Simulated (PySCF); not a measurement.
Chain-length series, n-germane methyl/methyl (end groups after the name). Isolated molecules, 0 K electronic values unless said otherwise. One relaxed conformer stands for each flexible species; it need not be the lowest. Strings in code marks are SMILES.

These are PBE0-D4/def2-TZVP // PBE0-D3(BJ)/def2-SVP in PySCF values and carry that method's errors. All candidates: neutral, multiplicity 1. Delta-SCF ions had no search for a lower state. Excitations are Tamm–Dancoff values on a coarser integration grid. The basis has no diffuse functions, so Rydberg states are missing or too high.

```
Property                                   Value
--------------------------------------  --------
S1 excitation (TDA)                      5.90 eV
HOMO                                    -7.01 eV
vertical ionisation energy (Delta-SCF)   8.41 eV
```

### Question
Identify which member has these values.
(A) `[CH3][GeH2][GeH2][GeH2][CH3]` (C–Ge–Ge–Ge torsion 180°, Ge–Ge–Ge–C torsion 180°)
(B) `[CH3][GeH2][GeH2][GeH2][GeH2][GeH2][CH3]`
(C) `[CH3][GeH2][CH3]`
(D) `[CH3][GeH2][GeH2][CH3]` (C–Ge–Ge–C torsion 179°)

### Answer
B, `[CH3][GeH2][GeH2][GeH2][GeH2][GeH2][CH3]`. The others give `[CH3][GeH2][GeH2][GeH2][CH3]` (C–Ge–Ge–Ge torsion 180°, Ge–Ge–Ge–C torsion 180°): 6.72 eV, -7.37 eV, 9.04 eV; `[CH3][GeH2][CH3]`: 8.33 eV, -8.52 eV, 10.61 eV; `[CH3][GeH2][GeH2][CH3]` (C–Ge–Ge–C torsion 179°): 6.81 eV, -7.59 eV, 9.47 eV
